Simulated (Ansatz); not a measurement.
Consider the ligand exchange at the Sn–N bond: `C[N](C)[Sn][Cl]` + HCl → `[Cl][Sn][Cl]` + dimethylamine.

Calculated with Ansatz (gas phase, PBE0-D4/def2-TZVP geometries, no zero-point term in ΔE). CBS: MP2 limit from def2 TZ/QZ plus the TZ coupled-cluster correction, frozen cores. This one scheme is used for every species. Functionals use def2-TZVPP. B3LYP here is the variant with VWN-RPA as its local correlation; programs differ in this. Elements past krypton have def2 core potentials. For Sn outer-core shells are correlated without core-valence functions, which leaves a few kJ/mol of doubt a bond. One conformer a species, not always the lowest.

| level | ΔE (kJ/mol) | difference from CCSD(T)/CBS |
| --- | --- | --- |
| LDA (SPW92) | -63.9 | 7.3 |
| PBE-D4 | -75.1 | -3.9 |
| revPBE-D4 | -72.5 | -1.3 |
| B3LYP-D4 | -79.9 | -8.7 |
| B2PLYP | -79.9 | -8.7 |
| PBE | -82.7 | -11.5 |
| BLYP | -88.7 | -17.5 |
| r2SCAN | -80.7 | -9.5 |
| PBE0 | -88.9 | -17.7 |
| BHLYP | -98.4 | -27.2 |
| LC-ωPBE | -85.5 | -14.3 |
| CCSD(T)/def2-SVP | -63.9 | 7.3 |
| CCSD/def2-TZVPP | -73.6 | -2.4 |
| MP2/def2-QZVPP | -66.1 | 5.1 |
| MP2/CBS(def2) | -68.1 | 3.1 |
| CCSD/CBS(def2) | -78.8 | -7.6 |
| CCSD(T)/CBS | -71.2 | 0 |

Largest T1 diagnostic among the species: 0.017.

At CCSD(T), def2-SVP lies +7.3 kJ/mol from the extrapolated value and def2-TZVPP +5.2 kJ/mol. From BLYP to BHLYP (50 % exact exchange), in def2-TZVPP and without D4, ΔE moves by −9.8 kJ/mol. Leaving LDA and LC-ωPBE aside and taking each functional with its dispersion term where it has one, the values, not all of them listed here, spread over 16.1 kJ/mol, from BHLYP-D4 to revPBE-D4. LDA lies +18.7 kJ/mol from PBE without D4.
